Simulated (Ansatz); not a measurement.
`CC#CC(F)(F)F` and `OCC(F)(F)F` differ in one atom or group.

Ansatz, PBE0-D4/def2-TZVP geometries, multiplicity 1. Each molecule was computed in one conformer, which needn't be the lowest.

```
                                          property  `CC#CC(F)(F)F`
size of the dipole moment (ωB97M-V/def2-TZVPP) / D            3.52
             HOMO–LUMO gap (B3LYP/def2-TZVPP) / eV            8.29
               LUMO energy (B3LYP/def2-TZVPP) / eV           -0.05
             HOMO energy (ωB97M-V/def2-TZVPP) / eV          -10.85
                HOMO energy (PBE0/def2-TZVPP) / eV           -8.57
               HOMO–LUMO gap (PBE/def2-TZVPP) / eV            6.43
```

Q: What does the change do to each property? (Estimate.)

A: The calculation gave: 
```tsv
property	`OCC(F)(F)F`	shift
size of the dipole moment (ωB97M-V/def2-TZVPP) / D	1.71	-1.81
HOMO–LUMO gap (B3LYP/def2-TZVPP) / eV	9.06	0.77
LUMO energy (B3LYP/def2-TZVPP) / eV	0.44	0.49
HOMO energy (ωB97M-V/def2-TZVPP) / eV	-11.32	-0.47
HOMO energy (PBE0/def2-TZVPP) / eV	-8.85	-0.28
HOMO–LUMO gap (PBE/def2-TZVPP) / eV	7.00	0.57
```

With PBE0 the HOMO falls by 0.28 eV and the LUMO rises by 0.65 eV, so the gap widens by about 0.93 eV. PBE moves the HOMO by 0.19 eV and ωB97M-V by -0.47 eV. The zero-point energy changes by -10.4 kJ/mol with -3 modes. Dipoles are sizes alone; their direction can turn.

B3LYP here is the variant with VWN-RPA as its local correlation; programs differ in this.
